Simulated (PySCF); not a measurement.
Isomers of CH8GeOSi, one conformer each. The calculation used core-valence-separated Tamm–Dancoff BHandHLYP/aug-pcX-1 (pcseg-1 on H, def2-SVPD on Ge, def2-SVPD on Si) in PySCF, non-relativistic, gas phase, PBE0-D3(BJ)/def2-SVP geometry. No empirical shift is added; at this level the pattern usually sits a few eV under experiment.

P. `[CH3][GeH2][O][SiH3]`
Q. `O[SiH2][CH2][GeH3]`

Main lines, eV (oscillator strength):
1. C K: 285.9 (0.017), 286.0 (0.035), 286.3 (0.033), 286.5 (0.023), 287.0 (0.008); O K: 531.6 (0.010), 533.0 (0.027), 533.5 (0.013), 533.6 (0.013), 533.9 (0.009)
2. C K: 285.1 (0.005), 285.4 (0.019), 285.7 (0.035), 286.0 (0.018), 286.7 (0.011); O K: 531.7 (0.017), 533.7 (0.024), 534.1 (0.017), 534.4 (0.013), 534.9 (0.004)
Listed: the first five lines at most of each edge with a tenth or more of its strongest line's intensity; roots within 0.03 eV on the same or equivalent atoms are summed. Only the lowest roots were sought, and the top ones are left out.

**Question.** Which spectrum belongs to which isomer?

**Answer.** 1 = P, 2 = Q.
- P: first C line listed at 285.9 eV, hole on the sp3 carbon bound to germanium; first O line listed at 531.6 eV, hole on the oxygen bonded to Ge and Si.
- Q: first C line listed at 285.1 eV, hole on the sp3 carbon bound to silicon; first O line listed at 531.7 eV, hole on the silanol oxygen.

**Question.** What are the ground-state energies of the isomers at BHandHLYP/aug-pcX-1 (pcseg-1 on H, def2-SVPD on Ge, def2-SVPD on Si), relative to the lowest?

**Answer.** P 0.0, Q 42.3 kJ/mol (electronic energies on these geometries, no dispersion or zero-point terms).
